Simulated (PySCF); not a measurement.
FeCl3, SMILES [Cl][Fe]([Cl])[Cl] (connectivity only; charge and spin as stated), neutral, multiplicity 6.

The structure is a stationary point at PBE0-D3(BJ)/def2-SVP. The multiplicity is an assumed one; other spin states were not compared. The isomer is the one that the SMILES or the coordinates give; other isomers of the formula were not compared.

Level of theory: B3LYP/def2-TZVPD run with PySCF.

Gas-phase values at a fixed geometry.

```yaml
total_energy: -2644.57872 hartree
point_group: D3h
"α spin, highest occupied and lowest empty level": -8.90 and -1.02 eV
"β spin, highest occupied and lowest empty level": -8.94 and -5.57 eV
dipole_moment: 0.00 D
quadrupole, principal values (traceless, Buckingham form, about the centre of nuclear charge): -3.26, -3.26, 6.52 D·Å
mean_static_polarisability: 83.0 bohr³ (12.31 Å³)
polarisability_principal_values: 51.8, 98.7, 98.7 bohr³
"⟨S²⟩": 8.765 (pure state 8.75)
```
